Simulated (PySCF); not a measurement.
Spinor energies of Xe²⁶⁺ (xenon, charge +26)

Start: [Ar] 3d10. Calculated with PySCF 2.14 in an uncontracted even-tempered set (17 s from 3.7 bohr⁻², ratio 2.8; 13 p from 4.8 bohr⁻², ratio 2.8; 8 d from 4.8 bohr⁻², ratio 2.8; 3 f from 22 bohr⁻², ratio 3): generalised Hartree-Fock with the X2C-1e Hamiltonian and a Gaussian nucleus; one run each with spin-orbit coupling (SO) switched off, then screened by Boettger's factors.

| spinor shell | electrons | ε, spin-free (eV) | ε, screened SO (eV) | weight of nominal j (screened SO) | rms radius, screened SO (bohr) |
| --- | --- | --- | --- | --- | --- |
| 1s1/2 | 2 | -35602.0 | -35598.6 | 1.000 | 0.0305 |
| 2s1/2 | 2 | -6354.6 | -6353.6 | 1.000 | 0.124 |
| 2p1/2 | 2 | -5785.9 | -6013.3 | 1.000 | 0.107 |
| 2p3/2 | 4 | -5785.9 | -5684.2 | 1.000 | 0.112 |
| 3s1/2 | 2 | -1964.1 | -1963.8 | 1.000 | 0.321 |
| 3p1/2 | 2 | -1776.2 | -1822.2 | 1.000 | 0.313 |
| 3p3/2 | 4 | -1776.2 | -1755.4 | 1.000 | 0.323 |
| 3d3/2 | 4 | -1504.2 | -1512.5 | 1.000 | 0.293 |
| 3d5/2 | 6 | -1504.2 | -1498.4 | 1.000 | 0.296 |

| quantity | spin-free | screened SO |
| --- | --- | --- |
| E (hartree) | -7113.32449 | -7115.68600 |
| M_J | 0 | 0 |
| ⟨J²⟩ | 0.000 | 0.000 |
| ⟨L²⟩ | 0.000 | 0.016 |
| ⟨S²⟩ | 0.000 | 0.016 |

Breit and QED terms are absent; they matter most for the inner s and p1/2 levels.

Densities and radii are taken from the X2C orbitals without a picture-change correction, which distorts them close to the nucleus.

Without spin-orbit coupling the j labels of p, d and f shells carry no meaning; the spin-free column gives the mean over the occupied spinors of each nl shell.
